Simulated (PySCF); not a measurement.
Ge(Cl)(OH) (ClGeHO), SMILES [Ge]([Cl])[OH] (connectivity only; charge and spin as stated), neutral, multiplicity 1.

The structure is a stationary point at ωB97X-D3(BJ)/def2-TZVP. One conformer was computed; it need not be the lowest.

Vertical ionisation energy (IE) and electron affinity (EA) in eV. Rows of orbital energies are one-electron estimates. Where ΔSCF, EOM or ADC give a negative EA the extra electron is unbound and the value depends on the basis.

```tsv
level	IE	EA
−ε(HOMO), −ε(LUMO), ωB97X/def2-TZVPD (PySCF)	10.05	0.40
ADC(2)/aug-cc-pVDZ (PySCF)	9.49	0.45
```

**Question.** Beyond the first one, list the lowest photoelectron lines from ADC(2)/aug-cc-pVDZ (PySCF 2.14.0) with their pole strengths (two spins summed). (An estimate is asked for; the answer gives what the named calculation found.)

**Answer.** 10.72 eV (1.72), 11.02 eV (1.77), 11.67 eV (1.75), 12.46 eV (1.73), 14.26 eV (1.74).
